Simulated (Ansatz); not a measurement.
Species: BBr2Cl, SMILES `ClB(Br)Br` with one electron removed (charge 1, multiplicity 2), formula BBr$_{2}$Cl.

**Question.** How many basis functions does frozen-core CCSD(T)/cc-pVTZ // PBE0-D4/def2-TZVP in Ansatz (an electronic-structure program) use, how many core orbitals are frozen, and how many electrons are correlated?

**Answer.** 150 basis functions and 24 frozen orbitals, which leaves 43 correlated electrons (filled d shells below the valence shell are correlated). Core time is of the order of hours.
